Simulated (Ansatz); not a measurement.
Reaction (substitution at a C–In bond): `C=C[CH2][InH2]` + `BN` → `BNCC=C` + `[InH3]`

Program: Ansatz. Geometries: PBE0-D4/def2-TZVP. ΔE: electronic, gas phase. CBS: MP2 limit from def2 TZ/QZ plus the TZ coupled-cluster correction, frozen cores. This one scheme is used for every species. DFT in def2-TZVPP. B3LYP here is the variant with VWN-RPA as its local correlation; programs differ in this. def2 core potentials past Kr. For In outer-core shells are correlated without core-valence functions, which leaves a few kJ/mol of doubt a bond. One conformer a species, not always the lowest.

```json
{"level": "LDA (SPW92)", "ΔE (kcal/mol)": "13.6", "difference from CCSD(T)/CBS": "-1.6"}
{"level": "r2SCAN-D4", "ΔE (kcal/mol)": "14.5", "difference from CCSD(T)/CBS": "-0.7"}
{"level": "B3LYP-D4", "ΔE (kcal/mol)": "11.4", "difference from CCSD(T)/CBS": "-3.8"}
{"level": "r2SCANh-D4", "ΔE (kcal/mol)": "14.1", "difference from CCSD(T)/CBS": "-1.1"}
{"level": "PBE-QIDH", "ΔE (kcal/mol)": "13.5", "difference from CCSD(T)/CBS": "-1.7"}
{"level": "revPBE", "ΔE (kcal/mol)": "12.8", "difference from CCSD(T)/CBS": "-2.4"}
{"level": "BHLYP", "ΔE (kcal/mol)": "9.4", "difference from CCSD(T)/CBS": "-5.8"}
{"level": "CAM-B3LYP", "ΔE (kcal/mol)": "9.3", "difference from CCSD(T)/CBS": "-5.9"}
{"level": "LC-ωPBE", "ΔE (kcal/mol)": "10.1", "difference from CCSD(T)/CBS": "-5.1"}
{"level": "CCSD(T)/def2-SVP", "ΔE (kcal/mol)": "7.2", "difference from CCSD(T)/CBS": "-8.0"}
{"level": "HF/def2-TZVPP", "ΔE (kcal/mol)": "5.4", "difference from CCSD(T)/CBS": "-9.8"}
{"level": "MP2/def2-TZVPP", "ΔE (kcal/mol)": "16.5", "difference from CCSD(T)/CBS": "1.3"}
{"level": "CCSD/def2-TZVPP", "ΔE (kcal/mol)": "11.6", "difference from CCSD(T)/CBS": "-3.6"}
{"level": "CCSD(T)/def2-TZVPP", "ΔE (kcal/mol)": "12.9", "difference from CCSD(T)/CBS": "-2.3"}
{"level": "MP2/def2-QZVPP", "ΔE (kcal/mol)": "17.7", "difference from CCSD(T)/CBS": "2.5"}
{"level": "SCS-MP2/def2-QZVPP", "ΔE (kcal/mol)": "14.5", "difference from CCSD(T)/CBS": "-0.7"}
{"level": "CCSD(T)/CBS", "ΔE (kcal/mol)": "15.2", "difference from CCSD(T)/CBS": "0"}
```

Question: What do rigid-rotor, harmonic-oscillator terms from PBE0-D4/def2-TZVP frequencies (298.15 K, 1 bar) make of the CCSD(T)/CBS value? (An estimate is asked.)

Answer: Computed: ΔZPE = -1.6 kcal/mol, ΔH = +13.5 kcal/mol, ΔS = -13 J/(mol·K), ΔG = +14.4 kcal/mol.

Largest T1 diagnostic among the species: 0.014.

From PBE to PBE0 (25 % exact exchange), in def2-TZVPP and without D4, ΔE moves by −1.0 kcal/mol. At CCSD(T), def2-SVP lies −8.0 kcal/mol from the extrapolated value and def2-TZVPP −2.3 kcal/mol.
